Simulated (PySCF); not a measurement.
## Radial density of Sc (scandium, neutral)

UHF, [Ar] 3d1 4s2, 2D determinant. All numbers are calculated (PySCF 2.14, no relativity, point nucleus, in cc-pVDZ (6s5p3d1f, 43 functions)).

```tsv
r (bohr)	4πr²ρ (e/bohr)	4πr²(ρα − ρβ)
0.00131	0.1258	0.0000
0.00220	0.3429	0.0000
0.00370	0.9110	0.0000
0.00622	2.318	0.0001
0.0105	5.490	0.0001
0.0176	11.53	0.0002
0.0296	19.82	0.0004
0.0498	24.75	0.0002
0.0838	20.66	-0.0005
0.141	19.30	0.0012
0.237	26.32	0.0224
0.399	14.95	0.1250
0.671	7.068	0.3823
1.13	8.080	0.5606
1.90	2.083	0.3703
3.19	0.7296	0.1002
5.37	0.2584	-0.0041
9.03	0.01230	-0.0015
15.2	1.470e-05	0.0000
```

Q: Where is the radial spin density 4πr²(ρα − ρβ) most negative, and why is it negative at all?

A: Around r = 5.37 bohr, down to -0.0041 e/bohr: exchange with the open shell polarises the paired shells in an unrestricted calculation.
